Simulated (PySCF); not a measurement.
C2, SMILES [C]=[C] (connectivity only; charge and spin as stated), neutral, multiplicity 1. Geometry optimised at PBE0-D3(BJ)/def2-TZVPD.

TDA-M06-2X/def2-TZVPD (PySCF) puts the lowest singlet excitations at 4.28, 6.21, 7.13, 7.13, 9.15, 9.15 eV.

### Question
What are the lowest excitation roots from ADC(2)/aug-cc-pVDZ in PySCF 2.14.0? (An estimate is asked for; the answer gives what the named calculation found.)

### Answer
1.21, 1.21, 5.45, 8.18, 8.60, 8.60 eV. S1 differs by -3.06 eV (second minus first; roots are paired by order, and the bases may differ).
